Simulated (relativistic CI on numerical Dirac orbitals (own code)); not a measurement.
Al I: what numerical and physical settings do to a radial Dirac CI calculation

Reference input:

```
atom Al  Z=13  charge=0  electrons=13
nucleus A=27  rms_radius_fm=3.0610
hamiltonian dirac-coulomb  breit=on  qed=on  c_scale=1
orbitals kli  potential=per-configuration
slater_scale 1
correlation none
mixing on
grid step=0.0125 r_max=102.8
scf mixing=0.4 start=green max_iterations=150 tolerance=2e-08 node_fill=0.05
configurations
  [Ne] 3s2 3p
end
```

Computed lowest total energy -242.25702 Ha, first excitation 110.7 cm⁻¹, 11 SCF steps. Runs with settings changed; * marks those that are bad on purpose (the QED terms keep the true α when c is scaled):

| Changed | Outcome | Lowest level | ΔE (Ha) | First excitation (cm⁻¹) | SCF steps | Message |
| --- | --- | --- | --- | --- | --- | --- |
| Slater scale 1.2, SCF mixing 0.9 | converged | 3p ²P°1/2 | -2.56e-13 | 110.7 | 8 |  |
| speed of light × 2 | converged | 3p ²P°1/2 | 0.308 | 27.7 | 11 |  |
| end of the grid at 71.96 bohr | converged | 3p ²P°1/2 | 1.14e-13 | 110.7 | 11 |  |
| start potential thomas-fermi | converged | 3p ²P°1/2 | 4.96e-11 | 110.7 | 11 |  |
| speed of light × 0.4 * | converged | 3p ²P°1/2 | -2.22 | 695.5 | 11 |  |
| node fill of the KLI weights 50 * | converged | 3p ²P°1/2 | 0.217 | 100.6 | 15 |  |

With so few configurations and no correlation, terms lie too far apart (by 10 to 50 % near neutrality), their order can be wrong, and levels of other configurations are missing.
